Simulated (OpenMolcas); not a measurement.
**As: CASPT2 settings compared**

```
Program             : OpenMolcas
Basis               : ANO-RCC-VDZ [5s4p1d]
Scalar Hamiltonian  : DKH2, point nucleus
Active space        : 3 electrons in 3 orbitals (4p)
State averaging     : 2S+1 = 4 odd, 1 root; 2S+1 = 2 odd, 8 roots kept (CI in the orbitals of an earlier block)
Spin-orbit coupling : RASSI with atomic mean-field integrals over the reference wave functions, term energies averaged over their components
```

Methods on the same reference wave functions:
A. CASSCF
B. SS-CASPT2, IPEA 0.3 Eh, imaginary shift 0.2 Eh (closed shells correlated: 3d 4s)
C. XMS-CASPT2, IPEA 0.5 Eh, imaginary shift 0.4 Eh (closed shells correlated: 4s)
D. XMS-CASPT2, IPEA 0.35 Eh, sigma2 regulariser 0.5 Eh (closed shells correlated: 3d 4s)

Energies in cm-1 above 4s2 4p3 4S* 3/2, the measured ground level; measured values from NIST Handbook of Basic Atomic Spectroscopic Data.

```
          Level      A      B      C      D  Measured
4s2 4p3 4S* 3/2    0.0    0.0    0.0    0.0       0.0
4s2 4p3 2D* 3/2  14589  14070  13990  13970     10593
4s2 4p3 2D* 5/2  14786  14350  14270  14260     10915
4s2 4p3 2P* 1/2  24600  21020  21020  20780     18186
4s2 4p3 2P* 3/2  24862  21380  21370  21140     18648
```

Deviations, from unrounded energies. A percentage is the sum of absolute deviations over the sum of measured energies, with the sign that they share, or ± where signs differ.

| Against measurement | Levels | A | B | C | D |
| --- | --- | --- | --- | --- | --- |
| mean absolute deviation (cm-1) | 4 | 5100 | 3100 | 3100 | 3000 |
| other terms of the ground configuration (%) | 4 | +35.1 | +21.4 | +21.1 | +20.2 |

C, D lie about equally close to measurement and A furthest from it. The largest miss of D in the table is 4s2 4p3 2D* 3/2, by +3400 cm-1. The ranking rests on the paired levels alone, and a cruder setting can come out closer through cancelling errors.

Among B to D the level of the table that moves most is 4s2 4p3 2P* 1/2, by 250 cm-1 (lowest in D, highest in B). Moves below CASPT2's spread within the term are not significant.

The mean deviations of B to D differ by less than CASPT2's widest spread within a term (400 cm-1), so their order carries little weight.

From A to B the spin-free energies of the other terms of 4s2 4p3 shown, above 4S*, scale by factors of 0.85 to 0.97.

The lowest spin-free term lies below A's lowest term by 0.009 hartree in B, 0.008 hartree in C, 0.009 hartree in D.

CASPT2 does not keep the components of a term degenerate, so their means are used; among the terms shown or strongly mixed into the levels shown the widest spread is 400 cm-1 (4s2 4p3 2D*, C). Terms from blocks run as CI alone lack orbitals of their own. With the s shell closed, the reference lacks s² → p² mixing. Without dynamic correlation excited terms often stand tens of per cent too high (terms of higher spin than the ground term too low), and those without a measured partner can miss by more than the paired ones (holds for A). Some terms miss by over 15 % even with CASPT2, which points to a basis or an active space too small for the shells correlated (holds for B; C; D). Measured partners are found by configuration, term and J. A level has none where our copy of the source lacks it or the pairing is in doubt (some pairs that miss far off the trend of their configuration count as doubtful), and it then counts in no deviation. Levels of configurations outside the active space are missing.

* marks odd parity.
